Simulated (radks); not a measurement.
Results of a calculation; reference values are marked as such.
Effect of the nuclear size on the iodine ion I2+, [Kr] 4d10 5s2 5p3. Level of theory: Dirac Kohn-Sham, LDA (Slater exchange, Perdew-Wang correlation), spin-unpolarised, spherical densities, finite nucleus; open shells are shared between the two j in proportion to 2j + 1; Fermi nuclear charge, rms radius 4.75 fm (a radial shooting solver on a logarithmic mesh with Libxc functionals). The rms radius is varied about that value; shifts are against it.

rms radius (fm),total energy shift (eV),density at nucleus (e/bohr^3),1s1/2 shift (meV),2s1/2 shift (meV),4p1/2 shift (meV),5s1/2 shift (meV),5p1/2 shift (meV),5p3/2 shift (meV),6s1/2 (empty) shift (meV)
3.8095,-2.12,2.576e+05,-886,-104,0.349,-0.580,0.087,0.095,-0.124
4.408,-0.815,2.512e+05,-341,-40.0,0.134,-0.223,0.033,0.037,-0.048
4.75,0,2.48e+05,0.000,0.000,0.000,0.000,0.000,0.000,0.000
4.9162,0.414,2.465e+05,173,20.3,-0.068,0.113,-0.017,-0.019,0.024
5.8995,3.10,2.389e+05,1300,152,-0.510,0.849,-0.127,-0.139,0.182

Slopes of the eigenvalues against <r^2> in GHz/fm^2, as finite differences over the two radii next to the reference (eigenvalue slopes, not the field-shift constants of lines): 1s1/2 26200, 2s1/2 3080, 4p1/2 -10.3, 5s1/2 17.2, 5p1/2 -2.57, 5p3/2 -2.81, 6s1/2 (empty) 3.67.
